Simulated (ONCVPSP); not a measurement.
# What the settings do to the ONCV potential of silicon

Base potential:

```json
{"Element": "silicon (Si)", "Generator": "ONCVPSP 4.0.1", "Type": "optimised norm-conserving Vanderbilt (ONCV)", "Functional": "PBE", "Relativity": "scalar-relativistic", "Frozen core": "[He]", "Valence charge": "12", "Reference configuration": "2s2 2p6 3s2 3p1 (charge +1)", "Partial waves": "2s+3s: rc 0.95 bohr, ncon 4, nbas 7, qcut 16 1/bohr, 2 projectors; 2p+3p: rc 0.90 bohr, ncon 3, nbas 6, qcut 14.4 1/bohr, 2 projectors; d scattering state at 0.09 Ha: rc 0.85 bohr, ncon 3, nbas 6, qcut 10.5 1/bohr, 2 projectors, debl 2.2 Ha", "Local potential": "polynomial inside 0.80 bohr (lpopt 5, dvloc0 0 Ha)", "Core correction": "Teter function, fcfact 4.5, rcfact 1.65"}
```

All-electron outer shells of the reference configuration (PBE, scalar-relativistic, ld1.x):

| shell | level (eV) | outermost node (bohr) | outermost maximum (bohr) |
| --- | --- | --- | --- |
| 1s | -1795.62 | – | 0.07 |
| 2s | -149.00 | 0.15 | 0.45 |
| 2p | -105.08 | – | 0.39 |
| 3s | -19.03 | 0.72 | 1.75 |
| 3p | -11.66 | 0.71 | 2.04 |

Cutoffs, loose and tight: the cutoffs (Ha) at which the residual kinetic energy of the hardest occupied pseudo-wave falls to 1 and 0.1 mHa per electron. They do not see the model core or the augmentation charge, which bear on the density cutoff. Test errors are all-electron minus pseudo excitation energies from the reference, over the configurations 2s2 2p6 3s2 3p2; 2s2 2p6 3s2 3p0; 2s2 2p6 3s1 3p0; 2s2 2p6 3s0 3p0. A dash means not determined; rows that change the core or the reference have their own tests.

```tsv
change	outcome	cutoff, loose	cutoff, tight	bound ghosts	GHOST(+) flags above zero	largest test error (meV)
base	generated	85 Ha	95 Ha	none	none	-9.2
core correction Teter function, fcfact 4.5, rcfact 0.98	generated	85 Ha	95 Ha	none	none	-8.2
core correction Teter function, fcfact 4.5, rcfact 1.1	generated	85 Ha	95 Ha	none	none	-8.4
core correction Teter function, fcfact 4.5, rcfact 1.26	generated	85 Ha	95 Ha	none	none	-8.6
core correction Teter function, fcfact 4.5, rcfact 1.36	generated	85 Ha	95 Ha	none	none	-8.7
core correction Teter function, fcfact 4.5, rcfact 1.46	generated	85 Ha	95 Ha	none	none	-8.9
core correction Teter function, fcfact 4.5, rcfact 1.62	generated	85 Ha	95 Ha	none	none	-9.2
core correction Teter function, fcfact 4.5, rcfact 1.76	generated	85 Ha	95 Ha	none	none	-9.4
core correction Teter function, fcfact 4.5, rcfact 1.88	generated	85 Ha	95 Ha	none	none	-9.6
core correction Teter function, fcfact 4.5, rcfact 2.06	generated	85 Ha	95 Ha	none	none	-9.9
```

Reading the sweep of the rcfact (base included, trends over the rows without a ghost): The loose cutoff stays near 85 Ha. The median size of the test errors (rows with all tests solved) stays near 0.9 meV.
